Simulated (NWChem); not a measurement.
Molecule: sulfur difluoride (SF₂); SMILES FSF

```xyz
3

F      1.2275     0.0000    -0.4961
S      0.0000     0.0000     0.5485
F     -1.2275     0.0000    -0.4961
```
Atoms are numbered in this order, from 1.

Level: PBE0/def2-SVP (NWChem), optimised geometry, unscaled harmonic frequencies. 

| frequency (cm⁻¹) | IR intensity (km/mol) |
|---|---|
| 341 | 7.2 |
| 849 | 124.5 |
| 865 | 65.5 |

| Property | Value |
|---|---|
| zero-point energy | 2.9 kcal/mol |
| thermal correction to the enthalpy at 298.15 K (with zero-point energy) | 5.6 kcal/mol |
| heat capacity Cv | 8.7 cal/(mol K) |
| entropy at 298.15 K and 1 atm (symmetry number 2) | 61.6 cal/(mol K) |
| dipole moment | 1.41 D |

Rigid rotor and harmonic oscillator.
